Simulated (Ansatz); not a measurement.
Computed with Ansatz on PBE0-D4/def2-TZVP structures; ΔE is electronic, products minus reactants. CCSD(T)/CBS is the MP2 limit (def2-TZVPP, def2-QZVPP) plus CCSD(T) − MP2 in def2-TZVPP, frozen cores. Functionals use def2-TZVPP. For Br, Ge outer-core shells are correlated without core-valence functions, which leaves a few kJ/mol of doubt a bond. Scalar relativity is left out up to krypton. Each species was taken in one conformer, which may not be the lowest.

`C=NB(F)Br` + `C[CH2][GeH2][CH3]` → `CCB(F)Br` + `C=[N][GeH2][CH3]`  (redistribution)

| level | ΔE (eV) |
| --- | --- |
| r2SCAN-D4 | 0.47 |
| ωB97X-V | 0.41 |
| r2SCAN | 0.47 |
| CCSD/def2-TZVPP | 0.41 |

What does CCSD(T)/CBS give? (Estimate.)

The calculation gave: +0.42 eV. The listed levels differ from it by 0.05, -0.01, 0.05, -0.01 eV.

Largest T1 diagnostic among the species: 0.012.

In def2-TZVPP, CCSD(T) changes the Hartree–Fock value by +0.05 eV (the triples alone add −0.00 eV) and MP2 by +0.07 eV.
